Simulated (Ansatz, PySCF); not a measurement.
This Ansatz (a program for electronic structure) input computes a CCSD(T)/cc-pVDZ energy:

Ansatz 0.2 input:
```yaml
crystal:
  periodic: [false, false, false]
  atoms:
    - {symbol: O, position_ang: [-2.14244323, 0.35652740, 0.42178003]}
    - {symbol: C, position_ang: [-0.97085259, 0.16156113, 0.19113050]}
    - {symbol: B, position_ang: [0.41490841, -0.06904557, -0.08168248]}
    - {symbol: F, position_ang: [1.25785564, 0.89164680, -0.65122792]}
    - {symbol: F, position_ang: [1.06326873, -1.27790882, 0.19427116]}
basis:
  gaussian:
    orbitals: cc-pVDZ
total_charge: -1
magnetization: {spin_polarized: false}
correlation: {method: ccsd_t, electrons: outside_noble_gas}
```

Question: Write an input for the same energy in PySCF and say what it gives.

Answer: 
```python
from pyscf import gto, scf, mp, cc as ccmod

mol = gto.M(
    atom='''
    O    -2.14244323    0.35652740    0.42178003
    C    -0.97085259    0.16156113    0.19113050
    B     0.41490841   -0.06904557   -0.08168248
    F     1.25785564    0.89164680   -0.65122792
    F     1.06326873   -1.27790882    0.19427116
    ''',
    basis='cc-pvdz',
    charge=-1,
    spin=0,
    verbose=4,
)

mf = scf.RHF(mol)
mf.conv_tol = 1e-10
mf.max_cycle = 100
mf.kernel()
mp2 = mp.MP2(mf, frozen=5).run()
cc = ccmod.CCSD(mf, frozen=5)
cc.max_cycle = 100
cc.kernel()
et = cc.ccsd_t()
print(f'E(CCSD(T)) = {cc.e_tot + et:.9f}')
```
It gives -337.16124 Eh, and Ansatz -337.16124 Eh, a difference of 0.00 mEh.

It need not be the lowest isomer of its formula. Whether it binds its extra electron was not tested at this geometry.
